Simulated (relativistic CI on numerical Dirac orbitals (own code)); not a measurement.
# Pr36+: q coefficients and field-shift factors

Calculated at this level of theory: Dirac-Coulomb-Breit CI, KLI orbitals optimised for each configuration, derivatives by finite differences, unscaled Slater integrals, QED left out (own radial code, finite nucleus).

CI space (outside the closed core [Ne]): 3s2 3p6 3d5, 3s2 3p5 3d6, 3s2 3p4 3d7, 3s 3p6 3d6, 3p6 3d7, 3s 3p5 3d7, 3s2 3p6 3d4 4s, 3s2 3p6 3d3 4s2. Levels of other configurations are missing.

With x = (α/α₀)² − 1 an excitation energy changes as ω = ω₀ + qx; K = 2q/ω₀ is the relative enhancement. Terms are leading LS components, so labels can repeat. The field-shift factor is F = δν/δ⟨r²⟩ for the transition from the lowest level.

Lowest level 3s2 3p6 3d5 6S_5/2.

```tsv
Level	ω₀ (cm⁻¹)	q (cm⁻¹)	F (GHz/fm²)
3s2 3p6 3d5 6S_5/2	130577	127500	1.61
3s2 3p6 3d5 4G_7/2	205919	138500	1.85
3s2 3p6 3d5 4D_3/2	210827	144500	1.73
3s2 3p6 3d5 4G_11/2	217624	137900	2.05
3s2 3p6 3d5 4G_9/2	241701	153700	2.16
3s2 3p6 3d5 4D_5/2	251344	177100	2.24
3s2 3p6 3d5 4P_1/2	259405	180600	2.14
3s2 3p6 3d5 2F_7/2	292093	151800	1.98
3s2 3p6 3d5 2D_5/2	330132	280800	3.45
3s2 3p6 3d5 2D_3/2	352943	206200	2.86
3s2 3p6 3d5 4D_7/2	369457	312700	3.76
3s2 3p6 3d5 2I_11/2	378098	309600	4.09
3s2 3p6 3d5 4G_9/2	391281	303600	3.84
```

At this charge energies of transitions that change n are usually good to better than 1 %, and those within a shell (Δn = 0) to a few per cent. Terms inside the open d or f shell come out 10 to 20 % too wide with unscaled integrals.

Question: Which transition from the lowest level has the largest |K|?

Answer: 3s2 3p6 3d5 6S_5/2 at 130577 cm⁻¹, K = 1.95.
